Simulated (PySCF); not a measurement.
Calculation: r2SCAN-D4/def2-TZVP in PySCF. Gas-phase values, no solvent. 

Reference species (SMILES): `[InH3]` (neutral, multiplicity 1).

The HOMO–LUMO gap is 4.99 eV. The LUMO comes out as -2.30 eV and the HOMO is -7.29 eV.

Changed species: `[F][InH2]` (1 of 3 H replaced by F; the reference has 0 of 3 H replaced by F).

Give the shifts of the HOMO–LUMO gap, LUMO and HOMO.

the HOMO–LUMO gap rises by 0.42 eV, to 5.41 eV; the LUMO goes up by 0.07 eV, to -2.23 eV; the HOMO decreases by 0.35 eV, to -7.64 eV.
